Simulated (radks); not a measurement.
Values are calculated unless marked as measured or tabulated.
Cu3+, configuration [Ne] 3s1.5 3p6 3d8 4s0.5 (fractional occupations, a model configuration). Level of theory: non-relativistic Kohn-Sham, r2SCAN, spin-polarised, spherical densities, point nucleus; open shells are filled with parallel spins first; meta-GGA in the generalised Kohn-Sham scheme (a radial shooting solver on a logarithmic mesh with Libxc functionals). Some entries of the table are withheld. Estimate them.

| orbital | occ. | eigenvalue (eV) | r(max) (bohr) |
|---|---|---|---|
| 1s up | 1 | -8828.020 | 0.03489 |
| 1s down | 1 | -8827.645 | 0.03489 |
| 2s up | 1 | -1105.027 | 0.1996 |
| 2s down | 1 | -1102.968 | 0.1995 |
| 2p up | 3 | -973.5642 | 0.1596 |
| 2p down | 3 | -971.9082 | 0.1595 |
| 3s up | 1 | (1) | 0.6176 |
| 3s down | 0.5 | (2) | 0.6191 |
| 3p up | 3 | -126.3634 | 0.6179 |
| 3p down | 3 | -121.9010 | 0.6199 |
| 3d up | 5 | -56.0137 | 0.5823 |
| 3d down | 3 | -51.8165 | 0.5863 |
| 4s up | 0.5 | -35.9238 | 1.816 |
| 4s down | 0 | -33.4619 | 1.839 |

Answer. 
(1) 3s up eigenvalue (eV): -168.1898
(2) 3s down eigenvalue (eV): -163.6331
